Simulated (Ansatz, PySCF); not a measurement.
PySCF was given this input:
```python
from pyscf import gto, scf, cc

mol = gto.M(
    atom='''
F    -1.246835    0.252425    0.110093
B     0.200928   -0.491199   -0.309364
O     1.277110    0.023021    0.069498
''',
    basis='6-311g**',
    charge=-1,
    spin=1,
    verbose=3,
)

mf = scf.UHF(mol)
mf.kernel()

mycc = cc.CCSD(mf, frozen=3)
mycc.kernel()
et = mycc.ccsd_t()
print('E(CCSD(T)) = %.10f' % (mycc.e_tot + et))
```

Q: Write the same job for Ansatz (a first-principles code).

A: This is not unique; one that fits is 
Ansatz 0.2 input:
```yaml
crystal:
  periodic: [false, false, false]
  atoms:
    - {symbol: F, position_ang: [-1.24683535, 0.25242514, 0.11009263]}
    - {symbol: B, position_ang: [0.20092821, -0.49119948, -0.30936392]}
    - {symbol: O, position_ang: [1.27710964, 0.02302140, 0.06949823]}
basis:
  gaussian:
    orbitals: 6-311G__.json
total_charge: -1
magnetization: {spin_polarized: true, initial_magnetization: 1}
correlation: {method: ccsd_t, electrons: outside_noble_gas}
accuracy: high
```
The basis file holds 6-311G** in the JSON format of the Basis Set Exchange.

Both were run: PySCF gave -199.567553 Eh and Ansatz -199.567553 Eh, 0.000 mEh apart.
